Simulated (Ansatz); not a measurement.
Basis-set series for `CCOBCl`. Charge 0, multiplicity 1. All single points use the PBE0-D4/def2-TZVP geometry. It is one conformer, not always the lowest.

| functional | basis | functions | energy (Eh) | HOMO (eV) | LUMO (eV) |
| --- | --- | --- | --- | --- | --- |
| PBE0-D4 | def2-SVP | 104 | -639.54617 | -8.54 | 0.04 |
| PBE0-D4 | def2-TZVPP | 250 | -639.90450 | -8.72 | -0.26 |
| ωB97M-V | def2-SVP | 104 | -639.79580 | -10.80 | 2.15 |
| ωB97M-V | def2-TZVPP | 250 | -640.16133 | -11.03 | 1.67 |

Give the rows for def2-QZVPP. (An estimate is asked.)

Ansatz gave: 
| functional | basis | functions | energy (Eh) | HOMO (eV) | LUMO (eV) |
| --- | --- | --- | --- | --- | --- |
| PBE0-D4 | def2-QZVPP | 478 | -639.92837 | -8.75 | -0.35 |
| ωB97M-V | def2-QZVPP | 478 | -640.18419 | -11.06 | 1.40 |

Positive LUMOs are unbound and depend on the basis.
